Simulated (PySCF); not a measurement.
Sb(H)(SiH3)2 (H7SbSi2), SMILES [SiH3][SbH][SiH3].

Geometry: r2SCAN-D4/def2-SVP. The def2 effective core potentials stand for the cores of Sb; spin–orbit coupling is left out.

Level of theory: r2SCAN-D4/def2-SVP run with PySCF.

Frequencies are harmonic and unscaled.

Task: List the normal modes with their intensities. (Estimate from the structure and the level; the computed values follow.)

Result: 
```
mode  ν (cm⁻¹)  IR (km/mol)  Raman (Å⁴/amu)  depolarisation  moving atoms (share of kinetic energy)
----  --------  -----------  --------------  --------------  --------------------------------------
1           73          0.0             0.0               –                                  H 98 %
2           81          0.4             2.8            0.62                Si 48 %, H 42 %, Sb 10 %
3          113          0.2             1.2            0.69                         H 72 %, Si 23 %
4          302          0.5            31.5            0.08                 Si 72 %, Sb 19 %, H 9 %
5          306          0.8            13.1            0.75                        Si 73 %, Sb 20 %
6          405         13.0             2.2            0.09                                  H 97 %
7          406          5.3             0.8            0.38                                  H 97 %
8          483          2.6             0.8            0.75                                  H 92 %
9          548          0.0            23.7            0.75                         H 88 %, Si 11 %
10         620         14.6            28.9            0.75                                  H 91 %
11         622         23.7            28.9            0.75                                  H 92 %
12         839        442.2             5.5            0.75                                  H 92 %
13         876        216.0             1.9            0.72                          H 92 %, Si 8 %
14         930         21.9            26.1            0.75                                  H 97 %
15         935         51.4            24.3            0.72                                  H 97 %
16         936         18.9            31.0            0.75                                  H 97 %
17         938         48.9            21.2            0.71                                  H 98 %
18        1931        106.9           173.6            0.31                                  H 99 %
19        2206         84.5             1.4            0.70                                  H 99 %
20        2209         58.3           479.0            0.01                                  H 99 %
21        2221         19.6             9.6            0.74                                  H 96 %
22        2223         88.8            61.6            0.75                                  H 96 %
23        2225         84.0           228.7            0.71                                  H 96 %
24        2225        152.2           169.5            0.74                                  H 96 %
```
